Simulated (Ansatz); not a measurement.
CH$_{7}$ISi$_{2}$, SMILES `[SiH3]C[SiH2]I`, relaxed with RKS PBE0-D4/def2-TZVP in the Gaussian-basis code of Ansatz from a PBE-D4/def2-SVP geometry. The force threshold is 0.005 eV/Å; the program also tests the step.

The species carries charge 0 and has multiplicity 1. I takes the def2 core potential.

Start:

```xyz
11

Si    0.289   -0.042   -1.669
C     0.386    0.613    0.112
Si   -0.546   -0.435    1.366
I    -0.342    0.531    3.639
H    -1.144   -0.098   -2.125
H     1.058    0.859   -2.596
H     0.869   -1.428   -1.746
H     1.453    0.673    0.417
H    -0.021    1.647    0.138
H    -2.011   -0.492    1.040
H     0.010   -1.829    1.425
```

```json
{"step": "1", "energy (eV)": "-25002.1316", "largest force (eV/Å)": "0.495", "largest move (Å)": "0.000"}
{"step": "2", "energy (eV)": "-25002.1646", "largest force (eV/Å)": "0.264", "largest move (Å)": "0.064"}
{"step": "3", "energy (eV)": "-25002.1703", "largest force (eV/Å)": "0.113", "largest move (Å)": "0.022"}
{"step": "4", "energy (eV)": "-25002.1707", "largest force (eV/Å)": "0.014", "largest move (Å)": "0.007"}
{"step": "5", "energy (eV)": "-25002.1708", "largest force (eV/Å)": "0.003", "largest move (Å)": "0.003"}
```

End:

```xyz
11

Si    0.286   -0.040   -1.649
C     0.382    0.609    0.111
Si   -0.540   -0.430    1.346
I    -0.340    0.520    3.595
H    -1.131   -0.096   -2.095
H     1.045    0.845   -2.571
H     0.859   -1.411   -1.719
H     1.433    0.666    0.412
H    -0.019    1.627    0.137
H    -1.987   -0.485    1.026
H     0.011   -1.806    1.406
```

Hardware: 4 threads of an Arm Neoverse V1 on a shared host. Wall time 24 s, peak host memory 0.59 GiB.
